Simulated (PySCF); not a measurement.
Here is a computed GFN2-xTB geometry (Å):
```
atom  x, y, z in Å
C1     2.246   -0.089    0.576
C2     1.391   -0.291   -0.677
C3    -0.058   -0.075   -0.354
C4    -0.636    1.186   -0.441
C5    -1.968    1.340   -0.096
N6    -2.733    0.345    0.320
C7    -2.185   -0.855    0.411
C8    -0.863   -1.118    0.090
H9     3.297   -0.247    0.346
H10    2.121    0.920    0.961
H11    1.951   -0.792    1.353
H12    1.707    0.415   -1.448
H13    1.539   -1.304   -1.056
H14   -0.055    2.033   -0.777
H15   -2.452    2.306   -0.155
H16   -2.843   -1.642    0.757
H17   -0.467   -2.118    0.181
```

Neutral, closed shell.

Which heavy atoms are bonded, and with what formal order?

C1–C2 1.53 Å (single); C2–C3 1.50 Å (single); C3–C4 1.39 Å (aromatic); C4–C5 1.39 Å (aromatic); C5–N6 1.32 Å (aromatic); N6–C7 1.32 Å (aromatic); C7–C8 1.39 Å (aromatic); C3–C8 1.39 Å (aromatic). Bonds to hydrogen (Å): C1–H9 1.09; C1–H10 1.09; C1–H11 1.09; C2–H12 1.09; C2–H13 1.09; C4–H14 1.08; C5–H15 1.08; C7–H16 1.08; C8–H17 1.08.

Which species is it?

`CCc1ccncc1`, C7H9N, 4-ethylpyridine.

Name the point group.

Cs (tolerance 0.08 Å).

Which rings does it hold (smallest set)?

C3–C4–C5–N6–C7–C8 (6 members, 0.00 Å rms from planarity).

Describe the place of each heavy atom.

C1: methyl carbon; C2: benzylic-type carbon; C3: substituted aromatic carbon; C4/C8: aromatic CH carbon; C5/C7: aromatic CH next to a ring nitrogen; N6: pyridine-type nitrogen.

What is the arrangement about C1?

It has 4 neighbours (C2, H9, H10, H11) and is tetrahedral (angles from 108.4° to 110.4°).

What is the arrangement about C3?

It has 3 neighbours (C2, C4, C8) and is planar (angles 121.4°, 121.2° and 117.4°, sum 360.0°, 0.02 Å off the plane of its three neighbours).
